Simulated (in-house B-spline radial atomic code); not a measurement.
# RPA and G0W0 on r2SCAN: Hg VIII (Hg7+)

Configuration [Xe] 4f14 5d5, highest spin, mean-field start r2SCAN. Computed with an all-electron radial atomic-structure program (B-spline basis): all electrons, scalar-relativistic (spin-free one-electron X2C), finite nucleus, each spin shell either full or empty, empty states to l = 9 with an (l + 1/2)⁻⁴ tail; G0W0 by contour deformation at full frequency.

Without the two-electron picture change, the correlation of inner shells comes somewhat too large for so heavy an element.

Command:
```bash
python run_gw.py task.json out
```
Settings (radii: box in bohr, nucleus in fm):
```
Z                        80
electrons                73
configuration            [Xe] 4f14 5d5
hamiltonian              x2c
method                   r2scan
lmax                     9
rms_radius               5.4648
spin_polarised           True
box_radius               8.41
intervals                65
```

Time taken, with all properties: 5.7 s on 1 thread of Arm Neoverse V2, with other jobs on the host.

Energies (hartree):

```tsv
term	value
mean-field total	-19613.15011
Hartree-Fock functional on these orbitals	-19607.62294
direct second order	-7.4073
second-order exchange	1.8551
SOSEX correction	1.7588
```

Q: What is the RPA correlation energy, and what remains with SOSEX?

A: RPA gives -6.5753 hartree (-2.45 eV per electron); RPA + SOSEX gives -4.8166, and the second-order doubles -5.5522 hartree (no singles). SOSEX takes back 27 % of the RPA value.

Quasi-particle levels (eV):

```
  level  occupied  mean field  Σx - vxc     Σc  QP weight     G0W0
  5d up       yes     -109.15     -8.44      ?          ?        ?
5p down       yes     -168.38     -9.07  -0.48      0.961  -177.93
4f down       yes     -203.93    -23.30   6.77      0.933  -220.46
5d down        no     -102.30     10.04  -3.39      0.970   -95.64
```

G0W0 = mean field + (Σx - vxc) + Σc, with Σc (partial-wave tail included) taken at the quasi-particle energy. Only the outer levels were computed. Levels of low weight are left out.

Q: Where does G0W0 put 5d up?

A: At -117.97 eV, with Σc = -0.39 eV and a quasi-particle weight of 0.970. The tabulated removal energy is 113.9 ± 2.1 eV (NIST, tabulated theory); the calculation leaves out spin-orbit coupling, Breit and QED terms, and what these don't explain is the method's own error.
